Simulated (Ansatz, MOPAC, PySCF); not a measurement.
System: TeCl, charge 0, multiplicity 2. SMILES: Cl[Te]
Structure (B3LYP-D3(BJ)/def2-TZVP (Ansatz, a quantum-chemistry and plane-wave program) minimum search):
```
Te
Cl 1 2.3399
```
Charge 0, spin multiplicity 2.

Wanted: size of the dipole moment, in D. Conventions: LANL2DZ with its own core potentials from Na on; open shells spin-unrestricted; def2 sets with scalar-relativistic core potentials past Kr; 6-31G* and kin with 6d, 5d where marked; no spin-orbit coupling; STO-3G and 3-21G all-electron and non-relativistic. First-principles rows: single points at B3LYP-D3(BJ) geometries (Ansatz). Semi-empirical rows: dipoles at the shared geometry.

```
level                              program  size of the dipole moment (D)
---------------------------------  -------  -----------------------------
MNDO                                 MOPAC                           1.95
SVWN5/6-31G* with LANL2DZ past Ar   Ansatz                           1.59
PBE/LANL2DZ                         Ansatz                           1.87
PBE/def2-SVP                        Ansatz                           1.33
PBE/6-31G* with LANL2DZ past Ar     Ansatz                           1.60
BP86/def2-SVP                        PySCF                           1.31
B3LYP/STO-3G                        Ansatz                           1.41
B3LYP/def2-SVP                      Ansatz                           1.52
PBE0/6-31G* with LANL2DZ past Ar    Ansatz                           1.96
```

No value to compare with is used here. The 9 habitual levels span 1.31 (BP86/def2-SVP) to 1.96 D (PBE0/6-31G* with LANL2DZ past Ar).

The levels are drawn from those run, B3LYP/6-31G* more often than the rest, none by its result; runs whose electronic state is in doubt are left out.
